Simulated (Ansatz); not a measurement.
`[F][Sn]([F])([SiH3])[Cl]` + HBr → `[F][Sn]([F])([Cl])[Br]` + SiH₄ at 298.15 K and 1 bar (cleavage of the Sn–Si bond).

Isolated molecules relaxed with PBE0-D4/def2-TZVP in Ansatz; ΔE leaves out vibrations. CCSD(T)/CBS adds triple-zeta CCSD(T) − MP2 to the extrapolated MP2 energy (def2 sets, frozen cores). This one scheme is used for every species. def2 core potentials past Kr. For Br, Sn outer-core shells are correlated without core-valence functions, which leaves a few kJ/mol of doubt a bond. Scalar relativity is left out up to krypton.

```json
{"species": "`[F][Sn]([F])([SiH3])[Cl]`", "CCSD(T)/CBS energy (Eh)": "-1164.39080", "H − E (kJ/mol)": "103.9", "S (J/(mol·K))": "403.7"}
{"species": "HBr", "CCSD(T)/CBS energy (Eh)": "-2573.91920", "H − E (kJ/mol)": "24.6", "S (J/(mol·K))": "198.6"}
{"species": "`[F][Sn]([F])([Cl])[Br]`", "CCSD(T)/CBS energy (Eh)": "-3446.86348", "H − E (kJ/mol)": "37.4", "S (J/(mol·K))": "378.5"}
{"species": "SiH₄", "CCSD(T)/CBS energy (Eh)": "-291.46306", "H − E (kJ/mol)": "92.1", "S (J/(mol·K))": "204.8"}
```

H − E and S are ideal-gas, rigid-rotor, harmonic terms from PBE0-D4/def2-TZVP. 1 Eh = 2625.50 kJ/mol, R = 8.31446 J/(mol·K).

Question: By hand: ΔE, ΔH, ΔS and ΔG.

Answer: ΔE = (-3446.86348) + (-291.46306) − (-1164.39080) − (-2573.91920) = -0.01654 Eh = -43.4 kJ/mol. Δ(H − E) = 37.4 + 92.1 − 103.9 − 24.6 = 1.0, so ΔH = -42.4 kJ/mol. ΔS = 378.5 + 204.8 − 403.7 − 198.6 = -19.0 J/(mol·K). ΔG = -42.4 − 298.15 × (-19.0)/1000 = -36.7 kJ/mol.

Question: By hand: the equilibrium constant, and the temperature at which ΔG would vanish if ΔH and ΔS stayed fixed.

Answer: log₁₀ K = −ΔG/(RT ln 10) = 6.4. ΔG = 0 at ΔH/ΔS = 2232 K, though so small a ΔS makes that figure unsure.

ΔH outweighs TΔS. A doubt of 5 kJ/mol in ΔE shifts log₁₀ K by 0.9 here. Modes under 60 cm⁻¹, often nearly free rotors, make the harmonic entropy too high. These are equilibria of isolated gas molecules and say nothing of rates. Largest T1 diagnostic: 0.014 (customary marks: 0.02 for closed shells, 0.045 for open ones).
